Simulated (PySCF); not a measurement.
## Radial density of Cd²⁺ (cadmium, charge +2)

UHF, [Kr] 4d10, closed-shell 1S. Computed with PySCF 2.14 in cc-pVTZ-PP with ECP28MDF (5s5p4d2f1g, 63 functions), with a scalar-relativistic core potential. This is the valence pseudo-density: the core potential removes the inner electrons and smooths the orbitals near the nucleus.

| r (bohr) | 4πr²ρ (e/bohr) |
| --- | --- |
| 0.0168 | 1.738e-05 |
| 0.0282 | 4.445e-05 |
| 0.0475 | 0.0001088 |
| 0.0799 | 0.0004273 |
| 0.134 | 0.004207 |
| 0.226 | 0.06244 |
| 0.380 | 1.313 |
| 0.639 | 13.76 |
| 1.08 | 17.04 |
| 1.81 | 3.541 |
| 3.04 | 0.1813 |
| 5.12 | 0.0009237 |

Energies and moments cover only the electrons outside the core potential.
